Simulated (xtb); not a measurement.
O₄Os, charge +1, doublet, geometry from GFN2-xTB (such geometries of metal compounds can be far from the true shape) (the multiplicity is a formal guess). Base run: GFN0-xTB run with xtb.

Geometry (Å):
```xyz
5

Os     0.0000     0.0000     0.0000
O      1.1132     0.6586    -0.9758
O      0.7388    -0.8207     1.1857
O     -0.9366    -1.0098    -0.8533
O     -0.9154     1.1719     0.6434
```
Charge +1, spin multiplicity 2.
All else is at xtb's defaults.
Base energy -14.42006 Eh.

Variants of this job, named by their change:

```
change        ΔE vs base (kJ/mol)
------------  -------------------
base                         0.00
acc = 0.0001                 0.00
etemp = 10                   4.60
acc = 1000                   0.00
```
